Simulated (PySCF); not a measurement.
BH, SMILES [BH] (connectivity only; charge and spin as stated), neutral, multiplicity 1. Atoms are numbered in the order given.

```xyz
2

B      0.0000     0.0000    -0.2087
H      0.0000     0.0000     1.0437
```
Charge 0, spin multiplicity 1.

Coordinates come from a PBE-D3(BJ)/def2-TZVPD optimisation.

Computed with PBE-D3(BJ)/def2-TZVPD in PySCF.

Harmonic, unscaled wavenumbers; measured fundamentals usually lie a few per cent lower.

### Question
Give all harmonic wavenumbers and intensities. (Estimate from the structure and the level; the computed values follow.)

### Answer

| mode | ν (cm⁻¹) | IR (km/mol) | moving atoms (share of kinetic energy) |
|---|---|---|---|
| 1 | 2242 | 448.8 | H 91 %, B 9 % |
